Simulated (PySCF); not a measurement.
**Radial density of Cr⁺ (chromium, charge +1)**

UHF, [Ar] 3d5, high-spin 6S determinant. All numbers are calculated (PySCF 2.14, the spin-free X2C one-electron Hamiltonian (Gaussian nucleus), in cc-pVDZ-DK (6s5p3d1f, 43 functions)).

| r (bohr) | 4πr²ρ (e/bohr) | 4πr²(ρα − ρβ) |
| --- | --- | --- |
| 0.000867 | 0.1251 | 0.0000 |
| 0.00146 | 0.3201 | 0.0000 |
| 0.00245 | 0.8052 | 0.0000 |
| 0.00413 | 1.971 | -0.0001 |
| 0.00694 | 4.608 | -0.0002 |
| 0.0117 | 9.926 | -0.0005 |
| 0.0196 | 18.52 | -0.0009 |
| 0.0330 | 27.13 | -0.0010 |
| 0.0556 | 27.52 | 0.0001 |
| 0.0935 | 21.87 | 0.0075 |
| 0.157 | 28.28 | 0.0703 |
| 0.264 | 27.52 | 0.4742 |
| 0.445 | 10.93 | 1.8184 |
| 0.748 | 13.47 | 3.4328 |
| 1.26 | 7.453 | 2.8450 |
| 2.12 | 1.313 | 0.9973 |
| 3.56 | 0.1199 | 0.1173 |
| 5.99 | 0.002144 | 0.0021 |

Densities and radii are taken from the X2C orbitals without a picture-change correction, which distorts them close to the nucleus.
